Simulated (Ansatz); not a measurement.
`C[CH]([AlH2])[AlH][SiH3]`, relaxed with RKS PBE0-D4/def2-TZVP in the Gaussian-basis code of Ansatz from a PBE-D4/def2-SVP geometry. The force threshold is 0.005 eV/Å; the program also tests the step.

The species carries charge 0 and has multiplicity 1.

Start:

```xyz
15

C     1.417   -0.488    0.725
C     0.309    0.577    0.905
Al   -0.900    0.300    2.427
Al   -0.707    0.994   -0.726
Si   -0.434   -0.537   -2.640
H     2.113   -0.255   -0.110
H     0.981   -1.484    0.500
H     2.044   -0.619    1.633
H     0.715    1.597    1.147
H    -1.794    1.521    2.958
H    -1.009   -1.150    3.108
H    -1.672    2.276   -0.756
H     1.015   -0.624   -3.065
H    -0.840   -1.940   -2.244
H    -1.238   -0.167   -3.862
```

Problem. By how much does the energy fall, and how many steps does the optimiser take? (Best estimate.)

Solution. Ansatz gave: 0.04 eV, in 19 steps.

Problem. Which bonds change most? (Estimate.)

Solution. The calculation gave: Si5–H14 from 1.513 to 1.493 Å; C2–Al3 from 1.964 to 1.944 Å; Si5–H13 from 1.513 to 1.493 Å; Si5–H15 from 1.509 to 1.490 Å.

Problem. Give the relaxed structure. (Best estimate.)

Solution. The calculation gave: 
```xyz
15

C     1.359   -0.529    0.741
C     0.287    0.562    0.909
Al   -0.878    0.349    2.450
Al   -0.721    0.941   -0.717
Si   -0.383   -0.516   -2.671
H     1.978   -0.390   -0.151
H     0.902   -1.518    0.653
H     2.045   -0.579    1.593
H     0.730    1.560    1.094
H    -1.657    1.604    3.036
H    -1.069   -1.091    3.097
H    -1.728    2.174   -0.741
H     1.025   -0.426   -3.160
H    -0.616   -1.946   -2.311
H    -1.273   -0.196   -3.823
```
